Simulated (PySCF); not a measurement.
## Two-component Hartree-Fock for Ga (gallium, neutral)

Start: [Ar] 3d10 4s2 4d1; 4d5/2 filled at m_j = +5/2. Calculated with PySCF 2.14 in x2c-TZVPall-2c with one added diffuse shell each of s, p, d type (7s8p5d1f, 63 functions): generalised Hartree-Fock with the X2C-1e Hamiltonian and a Gaussian nucleus; one run each with spin-orbit coupling (SO) switched off, then screened by Boettger's factors. This is a chosen level, not necessarily the ground level.

```csv
spinor shell,electrons,"ε, spin-free (eV)","ε, screened SO (eV)",weight of nominal j (screened SO),"rms radius, screened SO (bohr)"
1s1/2,2,-10445.1,-10444.9,1.000,0.0560
2s1/2,2,-1344.7,-1344.7,1.000,0.235
2p1/2,2,-1166.5,-1185.5,1.000,0.209
2p3/2,4,-1166.5,-1157.3,1.000,0.212
3s1/2,2,-182.56,-182.56,1.000,0.698
3p1/2,2,-126.58,-129.22,1.000,0.730
3p3/2,4,-126.58,-125.30,1.000,0.741
3d3/2,4,-35.201,-35.505,1.000,0.891
3d5/2,6,-35.201,-35.000,1.000,0.897
4s1/2,2,-14.328,-14.329,1.000,2.50
4d5/2,1,-0.889,-0.888,1.000,6.43
```

| quantity | spin-free | screened SO |
| --- | --- | --- |
| E (hartree) | -1941.96592 | -1942.02895 |
| M_J | 5/2 | 5/2 |
| ⟨J²⟩ | 8.751 | 8.751 |
| ⟨L²⟩ | 6.001 | 6.003 |
| ⟨S²⟩ | 0.750 | 0.752 |

Without spin-orbit coupling the j labels of p, d and f shells carry no meaning; the spin-free column gives the mean over the occupied spinors of each nl shell.
